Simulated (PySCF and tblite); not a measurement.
The numbers below are computed, except where a source is named.
System: C₇H₅FN₂, numbered as in [F:1][c:2]1[cH:3][cH:4][c:5]2[nH:6][n:7][cH:8][c:9]2[cH:10]1.

Geometries: PBE0-D3(BJ)/def2-SVP; energies: PBE0/pcSseg-1 + D3(BJ); zero-point and thermal terms from GFN2-xTB harmonic modes (soft modes blended into free rotors). Rate constants are transition-state-theory values, counting equivalent paths, without tunnelling. Run with tblite and PySCF.

Tunnelling of the moving H, left out here, will speed the real process. In real samples such hydrogens mostly exchange between molecules or through solvent, far faster than by this path.

(1) How high is the barrier to the shift of H on N6 from N6 to N7, through which structure does it pass, and what rate follows at 298 K?

Answers

(1) The electronic barrier is 53.5 kcal/mol and ΔG‡(298 K) 49.5 kcal/mol, over a C1 saddle with an imaginary mode of 1635i cm⁻¹ (GFN2-xTB). With 2 equivalent paths, k is 7.1×10⁻²⁴ s⁻¹. The end lies 4.3 kcal/mol above the start in free energy.
